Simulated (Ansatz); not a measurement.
Mulliken charges of `O/C=C\CBr` from PBE/def2-TZVPP in Ansatz (PBE0-D4/def2-TZVP geometry).

| atom | x (Å) | y (Å) | z (Å) | charge (e) |
| --- | --- | --- | --- | --- |
| O1 | -0.905 | 0.902 | 1.253 | -0.229 |
| C2 | 0.333 | 0.874 | 0.706 | 0.042 |
| C3 | 0.696 | -0.036 | -0.193 | -0.172 |
| C4 | -0.196 | -1.097 | -0.687 | -0.138 |
| Br5 | -0.784 | -0.747 | -2.541 | -0.165 |
| H6 | -0.972 | 1.634 | 1.869 | 0.202 |
| H7 | 1.028 | 1.637 | 1.044 | 0.084 |
| H8 | 1.702 | 0.023 | -0.591 | 0.106 |
| H9 | -1.112 | -1.175 | -0.109 | 0.133 |
| H10 | 0.293 | -2.067 | -0.748 | 0.136 |

Q: By hand: the dipole of these point charges (1 e Å = 4.8032 D).

A: Σ q r = (0.220, 0.144, 0.576) e Å, of length 0.633 e Å = 3.04 D.

Q: How does the dipole of the full density compare? (Best estimate.)

A: Ansatz gave: (0.210, 0.320, 0.683) e Å, 3.76 D; the point charges give 0.81 times that, at 12° from its direction.

Point charges leave out the atoms' own dipoles, such as those of lone pairs, and Mulliken's split depends on the basis, so the two needn't agree.
